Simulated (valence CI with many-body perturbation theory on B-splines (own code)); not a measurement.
**Energy levels of Ce53+**

Calculated by configuration interaction combined with many-body perturbation theory (CI+MBPT): three valence electrons over a frozen Dirac-Fock core [He], radial functions for each j: 11 s, 11 p, 9 d, 7 f, 5 g, 2 h, 1 i, with the one-electron correlation potential Σ1, the two-electron term Σ2, the three-electron term Σ3, Breit, model QED; selected CI, second order for the rest (own B-spline code, finite nucleus).

No measured spectrum was set against this ion. As an estimate, large intervals hold to a few tenths of a per cent, small ones and those within an open d or f shell to about a per cent.

Levels 91 to 102 of 102, with energies above the lowest level, (2s^2 2p1/2) J=1/2. "Leading %" is the weight of the configuration and term that name the level; weights of strongly mixed levels are sums over their largest components and can fall short. In the jj column 3d3/2^4 stands for four electrons in 3d with j = 3/2. Lifetimes count E1, E2, E3, M1 and M2 decay at the calculated energies, and are blank where another channel may lead or the interval is too uncertain; long ones can be off by a factor of two.

| No. | Configuration | Term | J | E (eV) | Leading % | g | Lifetime | Leading jj |
| --- | --- | --- | --- | --- | --- | --- | --- | --- |
| 91 | 2p²3p | ²P° | 1/2 | 7146.3 | 86 | 0.655 | 5.94 fs | 2p1/2 2p3/2 3p3/2 (99 %) |
| 92 | 2p²3d | ²G | 7/2 | 7152.5 | 50 | 1.028 | 224 fs | 2p1/2 2p3/2 3d3/2 (96 %) |
| 93 | 2p²3d | ²D | 5/2 | 7165.3 | 34 | 1.156 | 1.57 fs | 2p1/2 2p3/2 3d3/2 (91 %) |
| 94 | 2p²3d | ²D | 3/2 | 7170.4 | 47 | 1.084 | 1.56 fs | 2p1/2 2p3/2 3d3/2 (94 %) |
| 95 | 2p²3d | ⁴D | 7/2 | 7175.8 | 47 | 1.300 | 48.1 fs | 2p1/2 2p3/2 3d5/2 (99 %) |
| 96 | 2p²3d | ⁴P | 1/2 | 7178.3 | 36 | 1.710 | 1.31 fs | 2p1/2 2p3/2 3d3/2 (99 %) |
| 97 | 2p²3d | ²P | 3/2 | 7191.6 | 37 | 1.359 | 1.97 fs | 2p1/2 2p3/2 3d5/2 (94 %) |
| 98 | 2p²3d | ²G | 9/2 | 7192.0 | 63 | 1.179 | 373 fs | 2p1/2 2p3/2 3d5/2 (100 %) |
| 99 | 2p²3d | ²F | 5/2 | 7193.0 | 42 | 1.136 | 1.72 fs | 2p1/2 2p3/2 3d5/2 (93 %) |
| 100 | 2p²3d | ²D | 5/2 | 7208.3 | 60 | 1.234 | 1.18 fs | 2p1/2 2p3/2 3d5/2 (96 %) |
| 101 | 2p²3d | ²F | 7/2 | 7213.9 | 67 | 1.119 | 1.14 fs | 2p1/2 2p3/2 3d5/2 (97 %) |
| 102 | 2p²3d | ²D | 3/2 | 7218.2 | 58 | 0.963 | 1.70 fs | 2p1/2 2p3/2 3d5/2 (99 %) |
